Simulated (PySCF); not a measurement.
Input file for PySCF: R-BP86/6-31G* on C4H10O (SMILES CC(C)CO).

```python
from pyscf import gto, scf, dft, mp
from pyscf.data.elements import chemcore

mol = gto.M(
    atom='''
    C     1.61090452   -0.28276707   -0.09017227
    C     0.17123186    0.13538581   -0.38712295
    C    -0.17051750    1.47155352    0.27012447
    C    -0.79030609   -0.95976205    0.05016909
    O    -2.11053491   -0.60862378   -0.35896257
    H     2.31310238    0.48280901   -0.42411575
    H     1.76333794   -0.42362591    0.98359671
    H     1.87102546   -1.21753386   -0.59161558
    H     0.05589750    0.24326266   -1.47113804
    H    -0.04803992    1.40800043    1.35554412
    H     0.48770502    2.26322234   -0.09327716
    H    -1.20079020    1.75737899    0.06224384
    H    -0.49039652   -1.91394224   -0.40112700
    H    -0.74063454   -1.07324485    1.14221061
    H    -2.72198500   -1.28211300   -0.04635755
    ''',
    basis='6-31g*',
    cart=True,
    charge=0, spin=0, verbose=3, max_memory=1800)
mf = dft.RKS(mol, xc='b88,p86')
mf.conv_tol = 1e-8
mf.max_cycle = 100
mf.kernel()
if not mf.converged:
    mf = mf.newton().run(mf.mo_coeff, mf.mo_occ)
```

The log:

```
converged SCF energy = -233.647876372396
```

Self-consistency was reached.

Cost: very roughly 10 core-seconds.
